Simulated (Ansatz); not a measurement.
Cost and result for the atomization energy of H$_{6}$NPSSi, SMILES `[SiH3]NPS` (10 atoms, 9 bonds).

```xyz
10

Si   -0.4847   -1.4136   -0.0636
N    -0.9174    0.2683   -0.0025
P     0.0313    1.5955   -0.4680
S     1.9372    1.3878    0.4644
H     0.3617   -1.8536    1.0760
H    -1.7389   -2.2106   -0.0532
H     0.2653   -1.6200   -1.3273
H    -1.6841    0.5365    0.5970
H     0.5419    1.0414   -1.6696
H     1.6877    2.2683    1.4467
```

Total charge 0; spin multiplicity 1. The geometry is a stationary point of PBE0-D4/def2-TZVP. It is one conformer, not always the lowest. Program: Ansatz. All runs use 2 threads of an Arm Neoverse V2 on a shared host. Times are those of one run each, without the atoms' runs, and a repeat can differ threefold. Electronic energies, without spin–orbit coupling; frozen cores. CCSD(T)/CBS adds CCSD(T) − MP2 in def2-TZVPP to the MP2 limit, and its time is that of the two runs behind it. T1 = 0.013. B3LYP takes the VWN-RPA correlation (the form of Gaussian; ORCA's B3LYP/G).

CCSD(T)/CBS is a level of theory with its own doubt, some kJ/mol a heavy atom from the limit and from the frozen cores, so smaller differences don't rank the functionals.

```json
{"level": "LDA (SPW92)/def2-TZVPP", "functions": "241", "wall time": "2.4 s"}
{"level": "revPBE-D4/def2-TZVPP", "functions": "241", "wall time": "3.3 s"}
{"level": "CCSD(T)/def2-SVP", "functions": "98", "wall time": "4.1 s"}
{"level": "PBE-D4/def2-TZVPP (with forces)", "functions": "241", "wall time": "4.2 s"}
{"level": "BHLYP-D4/def2-TZVPP", "functions": "241", "wall time": "5.5 s"}
{"level": "CAM-B3LYP-D4/def2-TZVPP", "functions": "241", "wall time": "6 s"}
{"level": "B3LYP-D4/def2-TZVPP (with forces)", "functions": "241", "wall time": "8 s"}
{"level": "B2PLYP/def2-TZVPP", "functions": "241", "wall time": "9 s"}
{"level": "ωB97X-V/def2-TZVPP", "functions": "241", "wall time": "13 s"}
{"level": "ωB97M-V/def2-TZVPP (with forces)", "functions": "241", "wall time": "19 s"}
{"level": "MP2/def2-QZVPP", "functions": "447", "wall time": "31 s"}
{"level": "CCSD(T)/def2-TZVPP", "functions": "241", "wall time": "7.3 min"}
{"level": "CCSD(T)/CBS(def2)", "functions": "–", "wall time": "7.8 min"}
```

(1) What atomization energy does each give, and how far from CCSD(T)/CBS? (Estimate.)

Results:

(1) The calculation gave: 
| level | atomization (kJ/mol) | difference from CCSD(T)/CBS | per bond |
| --- | --- | --- | --- |
| LDA (SPW92)/def2-TZVPP | 3436.5 | 426.2 | 47.4 |
| revPBE-D4/def2-TZVPP | 2978.0 | -32.3 | -3.6 |
| CCSD(T)/def2-SVP | 2703.0 | -307.3 | -34.2 |
| PBE-D4/def2-TZVPP (with forces) | 3035.8 | 25.5 | 2.8 |
| BHLYP-D4/def2-TZVPP | 2948.3 | -62.0 | -6.9 |
| CAM-B3LYP-D4/def2-TZVPP | 3026.9 | 16.6 | 1.8 |
| B3LYP-D4/def2-TZVPP (with forces) | 3026.8 | 16.5 | 1.8 |
| B2PLYP/def2-TZVPP | 2963.2 | -47.1 | -5.2 |
| ωB97X-V/def2-TZVPP | 3052.8 | 42.5 | 4.7 |
| ωB97M-V/def2-TZVPP (with forces) | 3042.8 | 32.5 | 3.6 |
| MP2/def2-QZVPP | 2966.2 | -44.1 | -4.9 |
| CCSD(T)/def2-TZVPP | 2897.8 | -112.5 | -12.5 |
| CCSD(T)/CBS(def2) | 3010.3 | 0.0 | 0.0 |

The D4 term adds +43.4 kJ/mol with B3LYP and +22.7 kJ/mol with PBE0; it sums over pairs of atoms, weighted by their polarisabilities, and B3LYP, whose exchange is more repulsive, gets the larger term. From PBE to PBE0 (25 % exact exchange), in def2-TZVPP and without D4, the atomization energy moves by −44.2 kJ/mol: exact exchange takes away binding that semilocal exchange gives to molecules. At CCSD(T), def2-SVP lies −307.4 kJ/mol from the extrapolated value and def2-TZVPP −112.5 kJ/mol: correlation converges slowly with the basis, and small sets miss more of it in the bonded molecule than in its fragments.
